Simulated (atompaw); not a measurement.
## lead (Pb): one change to a PAW (atompaw) potential, before and after

* Element: Pb
* Generator: atompaw 4.2.0.5
* Type: PAW
* Functional: PBE
* Relativity: scalar-relativistic
* Frozen core: [Xe] 4f14
* Valence charge: 14
* Reference configuration: 5d10 6s2 6p2
* Partial waves: 6s (bound): rc 2.20 bohr; 6s channel at 0.1 Ry: rc 2.20 bohr; 6p (bound): rc 2.20 bohr; 6p channel at 1 Ry: rc 2.20 bohr; 5d (bound): rc 2.20 bohr; 5d channel at 0.35 Ry: rc 1.75 bohr
* Local potential: troulliermartins scheme with l = 3 at -0.5 Ry, radius 1.95 bohr
* Core correction: smooth core density matched at 1.65 bohr
* Augmentation charge: sinc compensation charge, radius 1.95 bohr; PAW radius 2.20 bohr; waves and projectors: custom rrkj gramschmidtortho

Change: wave 6p channel at 1 Ry: rc 2.20 bohr becomes 6p channel at 1.95 Ry: rc 2.20 bohr.

Cutoffs: the cutoffs (Ry, on a coarse ladder) from which the occupation-weighted sum of valence levels, in a spherical-Bessel basis at the reference potential, stays within 10 and 1 mRy of its value at 400 Ry; they do not see the model core or the augmentation charge, which bear on the density cutoff.

Q: What does the change do?

A: The potential gets neither clearly harder nor softer (25 Ry and 40 Ry → 25 Ry and 40 Ry); the bound ghosts move from p, s to s; the range in which the p phases agree narrows (upper end at the end of the scan → 0.5).

| quantity | base | changed |
| --- | --- | --- |
| cutoff, loose | 25 Ry | 25 Ry |
| cutoff, tight | 40 Ry | 40 Ry |
| bound ghosts | s, p | s |
| s: phases at 2.20 bohr within 0.05 rad from the reference energy up to (Ry; the scan ends near 5) | to the end of the scan | to the end of the scan |
| p: phases at 2.20 bohr within 0.05 rad from the reference energy up to (Ry; the scan ends near 5) | to the end of the scan | 0.5 |
| d: phases at 2.20 bohr within 0.05 rad from the reference energy up to (Ry; the scan ends near 5) | 2.8 | 2.8 |
| lowest overlap eigenvalue by channel | s 0.29, p 0.52, d 0.31 | s 0.29, p 0.50, d 0.31 |

 A true bound ghost makes a file unfit for plane-wave use even where its test errors are small: the radial tests pick states by their node count and pass the ghost by. The cutoffs see the waves, projectors and local potential, not the compensation charge or the core.
